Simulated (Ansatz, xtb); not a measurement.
FHNOSe+: where a starting geometry ends

The starting geometry of this gas-phase singlet has its atoms placed at random.

```xyz
5

F     0.0054   -1.3171    0.3076
N     0.0577   -0.4898   -1.6049
O    -0.2532    0.6954   -0.6612
Se   -0.8847   -0.2570    1.3787
H     0.3215   -1.9579   -0.4176
```

**Question.** One run relaxed it with r2SCAN-D4/def2-SVP. What is a likely outcome?

**Answer.** It ends as `[H]/N=[O+]\[Se]F`. Distances that change by over a tenth: N2–O3 (1.55 → 1.21 Å). Contacts that open: F1–H5 (1.02 → 2.00 Å). Contacts that close: N2–H5 (1.91 → 1.06 Å), O3–Se4 (2.34 → 1.97 Å).

The energy falls by 6.19 eV over 26 steps:

```
step  E − E(last) (eV)
   1             6.188
   4             1.056
   7             0.736
   9             0.734
  12             0.726
  15             0.705
  18             0.429
  20             0.067
  23             0.001
  26             0.000
```

Final geometry (Å):

| atom | x (Å) | y (Å) | z (Å) |
| --- | --- | --- | --- |
| F | -0.1372 | -1.7251 | 0.8865 |
| N | 0.1533 | -0.4210 | -1.4370 |
| O | -0.3478 | 0.3457 | -0.6425 |
| Se | -0.7641 | -0.1465 | 1.2212 |
| H | 0.3424 | -1.3794 | -1.0255 |

From the same start GFN2-xTB reaches the same bonding as this run.

From so rough a start the end depends on the optimiser's path, so another program may land elsewhere. The end wasn't checked by frequencies. Run with Ansatz 0.2.0, 48 s on 2 threads of Arm Neoverse V1, with other jobs on the host.
